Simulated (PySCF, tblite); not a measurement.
C₈H₁₁PS.
Structure used (GFN2-xTB), in Å, numbered top down from 1:
```
atom  x, y, z in Å
C1    -2.274    0.333   -1.156
P2    -2.118   -1.021    0.065
S3    -3.781   -1.714    0.760
C4    -0.926   -0.403    1.334
C5     0.381   -0.037    0.712
C6     1.274   -1.037    0.340
C7     2.471   -0.717   -0.274
C8     2.789    0.607   -0.527
C9     1.907    1.608   -0.159
C10    0.708    1.289    0.455
H11   -2.838   -0.041   -2.010
H12   -2.841    1.142   -0.694
H13   -1.298    0.691   -1.477
H14   -1.320   -1.931   -0.641
H15   -1.408    0.450    1.824
H16   -0.820   -1.204    2.073
H17    1.029   -2.070    0.546
H18    3.157   -1.502   -0.557
H19    3.724    0.857   -1.005
H20    2.152    2.643   -0.349
H21    0.023    2.074    0.741
```

Computed with PBE0/pcSseg-1 in PySCF (dipole) on a GFN2-xTB geometry, gas phase.

Masses are those of the commonest isotopes; rigid-rotor values at the optimised geometry. The values belong to one conformer with, in the numbering `[CH3:1][P@H:2](=[S:3])[CH2:4][c:5]1[cH:6][cH:7][cH:8][cH:9][cH:10]1`, C1–P2–C4–C5 -58°, P2–C4–C5–C6 -76°.

(1) Give the principal moments of inertia and the rotational constants in GHz.

(2) Classify the top.

(3) What does the inertial defect say?

(4) List the rotational levels J(Ka,Kc) to J = 5 (cm⁻¹).

(5) Which types of transition are allowed, and where do some lines up to J = 2 fall?

(6) Estimate the classical rotational partition function at 50 K, 100 K and 200 K.

## Answers

(1) Ia = 190.55, Ib = 1045.66, Ic = 1106.16 u·Å²; 505379 MHz·u·Å²/I gives 2652, 483.3 and 456.9 MHz, that is A = 2.6523, B = 0.4833, C = 0.4569 GHz.

(2) A near-prolate asymmetric top; Ray's κ = -0.976.

(3) Not planar: Δ = Ic − Ia − Ib = -130.04 u·Å². For a rigid frame Δ = −2 Σ m c², so Σ m c² = 65.02 u·Å² lies off the ab plane: 16.64 from hydrogen and 48.38 from heavier atoms. The atom farthest from that plane is 1.85 Å away.

(4) Above 0(0,0):
J = 1: 1(0,1) 0.0314, 1(1,1) 0.1037, 1(1,0) 0.1046
J = 2: 2(0,2) 0.0941, 2(1,2) 0.1656, 2(1,1) 0.1682, 2(2,1) 0.3852, 2(2,0) 0.3853
J = 3: 3(0,3) 0.1881, 3(1,3) 0.2583, 3(1,2) 0.2636, 3(2,2) 0.4793, 3(2,1) 0.4794, 3(3,1) 0.8433, 3(3,0) 0.8433
J = 4: 4(0,4) 0.3135, 4(1,4) 0.3820, 4(1,3) 0.3908, 4(2,3) 0.6048, 4(2,2) 0.6049, 4(3,2) 0.9687, 4(3,1) 0.9687, 4(4,1) 1.4783, 4(4,0) 1.4783
J = 5: 5(0,5) 0.4701, 5(1,5) 0.5365, 5(1,4) 0.5498, 5(2,4) 0.7616, 5(2,3) 0.7618, 5(3,3) 1.1256, 5(3,2) 1.1256, 5(4,2) 1.6351, 5(4,1) 1.6351, 5(5,1) 2.2902, 5(5,0) 2.2902

(5) The dipole components are |μa| = 4.79 D, |μb| = 1.19 D, |μc| = 0.77 D. Intensities carry the squares of the components, which stand as 1.00 : 0.06 : 0.03 (a : b : c). Some lines, for components of 0.1 D or more:

```json
{"type": "a", "branch": "R", "J(Ka,Kc)": "1(0,1) ← 0(0,0)", "MHz": "940", "lower level (cm⁻¹)": "0.000"}
{"type": "a", "branch": "R", "J(Ka,Kc)": "2(1,2) ← 1(1,1)", "MHz": "1854", "lower level (cm⁻¹)": "0.104"}
{"type": "a", "branch": "R", "J(Ka,Kc)": "2(0,2) ← 1(0,1)", "MHz": "1880", "lower level (cm⁻¹)": "0.031"}
{"type": "c", "branch": "Q", "J(Ka,Kc)": "2(1,2) ← 2(0,2)", "MHz": "2143", "lower level (cm⁻¹)": "0.094"}
{"type": "b", "branch": "Q", "J(Ka,Kc)": "2(1,1) ← 2(0,2)", "MHz": "2222", "lower level (cm⁻¹)": "0.094"}
{"type": "b", "branch": "R", "J(Ka,Kc)": "1(1,1) ← 0(0,0)", "MHz": "3109", "lower level (cm⁻¹)": "0.000"}
{"type": "c", "branch": "R", "J(Ka,Kc)": "1(1,0) ← 0(0,0)", "MHz": "3136", "lower level (cm⁻¹)": "0.000"}
{"type": "b", "branch": "R", "J(Ka,Kc)": "2(1,2) ← 1(0,1)", "MHz": "4023", "lower level (cm⁻¹)": "0.031"}
{"type": "c", "branch": "Q", "J(Ka,Kc)": "2(2,1) ← 2(1,1)", "MHz": "6507", "lower level (cm⁻¹)": "0.168"}
{"type": "b", "branch": "Q", "J(Ka,Kc)": "2(2,0) ← 2(1,1)", "MHz": "6507", "lower level (cm⁻¹)": "0.168"}
{"type": "b", "branch": "R", "J(Ka,Kc)": "2(2,1) ← 1(1,0)", "MHz": "8414", "lower level (cm⁻¹)": "0.105"}
{"type": "c", "branch": "R", "J(Ka,Kc)": "2(2,0) ← 1(1,0)", "MHz": "8414", "lower level (cm⁻¹)": "0.105"}
{"type": "c", "branch": "R", "J(Ka,Kc)": "2(2,1) ← 1(1,1)", "MHz": "8440", "lower level (cm⁻¹)": "0.104"}
```

(6) Point group C1, symmetry number σ = 1; q = (√π/σ)·√((kT/h)³/(ABC)), k/h = 20836.6 MHz/K: 77900 at 50 K, 220000 at 100 K, 623000 at 200 K.

Its GFN2-xTB frequencies are all real (lowest 33 cm⁻¹). No vibrational averaging or centrifugal distortion is included, and the geometry carries the error of its method. A rigid rotor knows nothing of internal rotation, which can split or shift real lines.
